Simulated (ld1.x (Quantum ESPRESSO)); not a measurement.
**How hard is this Ni TM potential?**

| Quantity | Value |
| --- | --- |
| Element | Ni (Z = 28) |
| Generator | ld1.x (Quantum ESPRESSO) 7.5 |
| Type | norm-conserving Troullier–Martins (Kleinman–Bylander form) |
| Functional | LDA (PZ) |
| Relativity | scalar-relativistic |
| Frozen core | [Ar] |
| Valence charge | 10 |
| Reference configuration | 3d8 4s1.75 4p0.25 |
| Partial waves | 4s (bound): rc 2.30 bohr; 4p (bound): rc 2.55 bohr; 3d (bound): rc 1.65 bohr |
| Local potential | all-electron potential smoothed inside 2.10 bohr (lloc = -1) |
| Core correction | a·sin(br)/r model core inside 1.25 bohr |

The pseudo-atom Hamiltonian at the reference potential is diagonalised in spherical Bessel functions j_l(qr) that vanish at 20 bohr, with q² up to the cutoff. All-electron valence levels (Ry): 4s -0.4564, 4p -0.1187, 3d -0.7095.

How do the lowest levels (Ry) of each channel move with the cutoff, and are there ghosts?

```csv
cutoff (Ry),s #1,s #2,p #1,p #2,d #1,d #2,f #1,Σ f·Δε (mRy)
8,-0.4522,-0.0098,-0.1179,0.0352,0.0494,0.1322,0.1021,6078.9
21,-0.4559,-0.0101,-0.1187,0.0351,0.0490,0.1299,0.1021,6068.8
45,-0.4564,-0.0102,-0.1187,0.0351,-0.0467,0.0568,0.1021,5302.4
70,-0.4564,-0.0102,-0.1187,0.0351,-0.6468,0.0514,0.1021,501.0
120,-0.4564,-0.0102,-0.1187,0.0351,-0.7091,0.0513,0.1021,3.2
230,-0.4564,-0.0102,-0.1187,0.0351,-0.7095,0.0513,0.1021,0.0
400,-0.4564,-0.0102,-0.1187,0.0351,-0.7095,0.0513,0.1021,0.0
```

Result: no extra level below or beside the all-electron valence levels (s, p, d, f tested); 10 mRy is reached at 110 Ry and 1 mRy at 180 Ry.

Its largest configuration-test error is -993 meV.
